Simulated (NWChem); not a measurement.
Basis-set convergence for HBrPb

```xyz
3

Pb    -0.5357     0.5680     0.0000
H      0.7632     1.9002     0.0000
Br     1.2332    -1.3849     0.0000
```
Charge 0, spin multiplicity 1.

Program: NWChem. The geometry was optimised at PBE0/def2-SVP with def2 effective core potentials on Pb, a minimum by its harmonic frequencies.

Quantity: first vertical ionisation energy at the level G0W0@PBE.

Effective core potentials replace the inner electrons of Pb; spin-orbit coupling is left out. GW and range-separated runs recompute their integrals, the others keep them in memory, which bears on the times. The structure started from a generated list of species.

Relative cost: rough, from shared machines, SCF included, def2-SVP = 1.

```csv
basis,functions,first vertical ionisation energy (eV),relative cost
def2-SVP,63,8.19,1
def2-SVPD,81,?,under 3
def2-TZVP,104,8.55,3
def2-TZVPP,112,?,4
def2-TZVPD,122,8.55,5
def2-QZVP,187,?,20
```

Complete the blanks.


- def2-SVPD, first vertical ionisation energy (eV): 8.30
- def2-TZVPP, first vertical ionisation energy (eV): 8.60
- def2-QZVP, first vertical ionisation energy (eV): 8.80
